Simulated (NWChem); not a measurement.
**Plane-wave run on MgS (wurtzite type)**

```xyz
4
Lattice="3.9819 0.0000 0.0000 -1.9909 3.4484 0.0000 0.0000 0.0000 6.5214" Properties=species:S:1:pos:R:3 pbc="T T T"
Mg     1.9909     1.1495     0.0000
Mg     0.0000     2.2989     3.2607
S      1.9909     1.1495     4.0772
S      0.0000     2.2989     0.8165
```

Program: NWChem. Origin of the cell: lattice set by a structure generator, not relaxed at this level; this structure type may not be the compound's usual one.

Norm-conserving pseudopotentials with valence charges Mg 2, S 6, fixed occupations, no spin-orbit coupling, density cut at twice the wavefunction cutoff.

Level: LDA (Vosko), Troullier-Martins, cutoff 25 Ha, density from a 3×3×3 mesh. Bands run along Γ–M–K–Γ–A–L–H–A with k in units of the cell's reciprocal vectors.

**Question.** What gap does the band structure show, and how wide is the group of occupied bands?

**Answer.** It shows a direct gap along this path of 3.23 eV at Γ. The 8 occupied bands reach 11.3 eV below the valence-band top.
